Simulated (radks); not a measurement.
Sm4+, configuration [Xe] 4f4. Method: Dirac Kohn-Sham, LDA (Slater exchange, Perdew-Wang correlation), spin-unpolarised, spherical densities, finite nucleus; open shells fill j = l - 1/2 first; Fermi nuclear charge, rms radius 5.0819 fm; computed with a radial shooting solver on a logarithmic mesh with Libxc functionals.

Spin-orbit splittings of the eigenvalues, e(l+1/2) - e(l-1/2), with zeta = 2 splitting/(2l+1) and mean radii in bohr:

shell	occ.	splitting (eV)	zeta (eV)	<r> j=l-1/2	<r> j=l+1/2
2p	6	602.0	401.3	0.08077	0.08739
3p	6	121.8	81.20	0.2444	0.2572
3d	10	26.47	10.59	0.2288	0.2328
4p	6	27.20	18.14	0.5908	0.6194
4d	10	4.914	1.966	0.6579	0.6679
4f	4	0.6601	0.1886	0.8427	0.8504
5p	6	4.409	2.940	1.472	1.545
